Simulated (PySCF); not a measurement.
diarsenic (As₂), SMILES [As]#[As]. Geometry: B3LYP-D3(BJ)/def2-TZVP.

TDA-CAM-B3LYP/def2-TZVPD (PySCF 2.14.0) puts the lowest singlet excitations at 2.74, 3.15, 3.15, 3.73, 3.73, 5.99 eV.

### Question
What are the lowest excitation roots from ADC(2)/aug-cc-pVDZ (PySCF)? (The exact figures need the calculation; the answer reports its results.)

### Answer
3.66, 3.97, 3.97, 4.15, 4.15, 5.96 eV. S1 differs by 0.92 eV (second minus first; roots are paired by order, and the bases may differ).
